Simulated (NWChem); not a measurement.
System: C3H3F3; SMILES F[C@H]1CC1(F)F

Output (shortened):

```
             Northwest Computational Chemistry Package (NWChem) 7.3.0
             --------------------------------------------------------

 C1  symmetry detected

                             Geometry "geometry" -> ""
                             -------------------------

 Output coordinates in angstroms (scale by  1.889725989 to convert to a.u.)

  No.       Tag          Charge          X              Y              Z
 ---- ---------------- ---------- -------------- -------------- --------------
    1 F                    9.0000    -0.31101100    -1.84680454     0.38381313
    2 C                    6.0000     0.51911019    -0.78721227     0.33374926
    3 C                    6.0000     0.80581385    -0.17028399    -1.02451345
    4 C                    6.0000    -0.04212590     0.53326981    -0.03087249
    5 F                    9.0000    -1.34996231     0.64124694    -0.25664287
    6 F                    9.0000     0.42658283     1.62672987     0.57831961
    7 H                    1.0000     1.32601578    -0.82601274     1.07401789
    8 H                    1.0000     1.81429185     0.19919721    -1.22610446
    9 H                    1.0000     0.27241793    -0.61837620    -1.86750215

 Effective nuclear repulsion energy (a.u.)     252.9002451607

                                 NWChem DFT Module
                                 -----------------

 Summary of "ao basis" -> "ao basis" (spherical)
 ------------------------------------------------------------------------------
       Tag                 Description            Shells   Functions and Types
 ---------------- ------------------------------  ------  ---------------------
 F                           sto-3g                  3        5   2s1p
 C                           sto-3g                  3        5   2s1p
 H                           sto-3g                  1        1   1s

            General Information
            -------------------
          SCF calculation type: DFT
          Wavefunction type:  closed shell.
          No. of atoms     :     9
          No. of electrons :    48
           Alpha electrons :    24
            Beta electrons :    24
          Charge           :     0
          Spin multiplicity:     1
          Use of symmetry is: off; symmetry adaption is: off
          Maximum number of iterations: 150
          AO basis - number of functions:    33
                     number of shells:    21
          Convergence on energy requested:  1.00D-06
          Convergence on density requested:  1.00D-05
          Convergence on gradient requested:  5.00D-04

              XC Information
              --------------
                  TPSS metaGGA Exchange Functional  1.000
             TPSS03 metaGGA Correlation Functional  1.000

             Grid Information
             ----------------
          Grid used for XC integration:  medium
          Radial quadrature: Mura-Knowles
          Angular quadrature: Lebedev.
          Tag              B.-S. Rad. Rad. Pts. Rad. Cut. Ang. Pts.
          ---              ---------- --------- --------- ---------
          F                   0.50       49           8.0       434
          C                   0.70       49           7.0       434
          H                   0.35       45           8.0       434
          Grid pruning is: on
          Number of quadrature shells:   429
          Spatial weights used:  Erf1

      Superposition of Atomic Density Guess
      -------------------------------------

 Sum of atomic energies:        -406.93879911

      Non-variational initial energy
      ------------------------------

 Total energy =    -407.951294
 1-e energy   =   -1074.340175
 2-e energy   =     413.488635
 HOMO         =      -0.080890
 LUMO         =       0.413321

     ---------------------------------------------
      Total Density - Mulliken Population Analysis
     ---------------------------------------------

    Atom       Charge   Shell Charges
 -----------   ------   -------------------------------------------------------
    1 F    9     9.39   2.00  1.92  5.47
    2 C    6     5.65   1.99  1.19  2.46
    3 C    6     6.23   1.99  1.29  2.94
    4 C    6     5.14   1.99  1.07  2.08
    5 F    9     9.39   2.00  1.92  5.47
    6 F    9     9.39   2.00  1.92  5.47
    7 H    1     0.96   0.96
    8 H    1     0.93   0.93
    9 H    1     0.93   0.93

   convergence    iter        energy       DeltaE   RMS-Dens  Diis-err
 ---------------- ----- ----------------- --------- --------- ---------
 d= 0,ls=0.0,diis     1   -409.6548921745 -6.63D+02  9.47D-02  1.34D+00
 d= 0,ls=0.0,diis     2   -409.2183999684  4.36D-01  6.10D-02  5.24D+00
 d= 0,ls=0.0,diis     3   -409.8943028051 -6.76D-01  7.79D-03  2.57D-02
 d= 0,ls=0.0,diis     4   -409.8960856375 -1.78D-03  3.68D-03  1.29D-02
 d= 0,ls=0.0,diis     5   -409.8981990910 -2.11D-03  2.86D-04  3.39D-05
  Resetting Diis
 d= 0,ls=0.0,diis     6   -409.8982039677 -4.88D-06  9.24D-05  7.09D-06
 d= 0,ls=0.0,diis     7   -409.8982051945 -1.23D-06  3.16D-05  1.26D-07
 d= 0,ls=0.0,diis     8   -409.8982051831  1.13D-08  1.71D-05  1.88D-07
 d= 0,ls=0.0,diis     9   -409.8982052201 -3.70D-08  1.41D-06  9.54D-10

         Total DFT energy =     -409.898205220148
      One electron energy =    -1071.912319363188
           Coulomb energy =      458.268909395122
    Exchange-Corr. energy =      -49.155040412759
 Nuclear repulsion energy =      252.900245160677

 Numeric. integr. density =       47.999995953028

                       DFT Final Molecular Orbital Analysis
                       ------------------------------------

[...]
```

Level: TPSS/STO-3G. Structure relaxed at the PBE0/def2-SVP level.

Write an input that gives this output.

One answer among several that fit: the input that was run:
```
start job
memory heap 200 mb stack 900 mb global 1100 mb
geometry units angstroms noautoz
  F     -0.373954    -1.840889     0.378359
  C      0.491368    -0.809935     0.326445
  C      0.789551    -0.197714    -1.031476
  C     -0.027116     0.530300    -0.029297
  F     -1.332043     0.683566    -0.245497
  F      0.482694     1.604766     0.580682
  H      1.301555    -0.879083     1.060894
  H      1.808605     0.138073    -1.238742
  H      0.235440    -0.624062    -1.872378
end
basis spherical
  F library sto-3g
  C library sto-3g
  H library sto-3g
end
dft
  xc xtpss03 ctpss03
  iterations 150
  mulliken
end
task dft energy
```
